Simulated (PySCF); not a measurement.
`N#[C][GeH2][CH2]C`. The calculation used PySCF, PBE0-D3(BJ)/def2-SVP geometry optimisation, gas phase.

```
atom  x, y, z in Å
C1    -1.2294   -0.6476    0.6157
C2    -0.6438    0.1140   -0.5665
Ge3    1.1309    0.8426   -0.2117
C4     2.2611   -0.6546    0.2593
N5     2.9022   -1.5797    0.5388
H6    -2.2215   -1.0577    0.3711
H7    -1.3505   -0.0005    1.4985
H8    -0.5868   -1.4916    0.9108
H9    -0.5531   -0.5343   -1.4529
H10   -1.2882    0.9591   -0.8599
H11    1.1556    1.7841    1.0019
H12    1.7800    1.5061   -1.4342
```

Task: Which two atoms are farthest apart?

Result: N5···H6, 5.15 Å; the next longest distance is 5.10 Å.

Task: Work out the bond lengths C1–H6, C1–H8, C2–H10, Ge3–C4, Ge3–H11, Ge3–H12 in Å.

Result: For C1–H6 the difference vector is (-0.9921, -0.4101, -0.2445) Å, of length 1.1010 Å. C1–H6 1.101; C1–H8 1.101; C2–H10 1.103; Ge3–C4 1.934; Ge3–H11 1.536; Ge3–H12 1.535 Å.

Task: How far are the heavy atoms from their best plane (unweighted least squares)?

Result: 0.260 Å rms; C1 0.26, C2 0.44, Ge3 0.26, C4 0.04, N5 0.11 Å (magnitudes).

Task: Give the dihedral angles H6–C1–C2–H10, H10–C2–Ge3–H12, C1–C2–Ge3–H11.

Result: H6–C1–C2–H10 60° (synclinal); H10–C2–Ge3–H12 -62° (synclinal); C1–C2–Ge3–H11 -58° (synclinal). Dihedral signs follow IUPAC: positive where, seen along the central bond, the front bond turns clockwise onto the rear one.

Task: What are the angles C2–C1–H8, C2–C1–H6, H7–C1–H8, C1–C2–H10, Ge3–C2–H9, C2–Ge3–H12, C4–Ge3–H11, Ge3–C4–N5?

Result: From the scalar product of the two bond vectors; for C2–C1–H8 it is -0.6154 Å² over 1.5233 × 1.1011 Å², cos θ = -0.3669. C2–C1–H8 111.5°; C2–C1–H6 111.1°; H7–C1–H8 107.4°; C1–C2–H10 111.4°; Ge3–C2–H9 106.9°; C2–Ge3–H12 113.7°; C4–Ge3–H11 105.8°; Ge3–C4–N5 177.7°.

Task: How far apart are these pairs, which share no bond: C1···C4, C1···H10, C4···H12, H9···H10?

Result: C1···C4 3.509 Å (3 bonds apart); C1···H10 2.182 Å (2 bonds apart); C4···H12 2.787 Å (2 bonds apart); H9···H10 1.767 Å (2 bonds apart).

PBE0-D3(BJ)/def2-SVP frequencies: not computed here. The numbers are those of one conformer.

The run took 56 s on one thread, Arm Neoverse N1 (aarch64), no GPU, shared host, and the process peaked at 0.51 GiB of memory. This is the geometry optimisation.
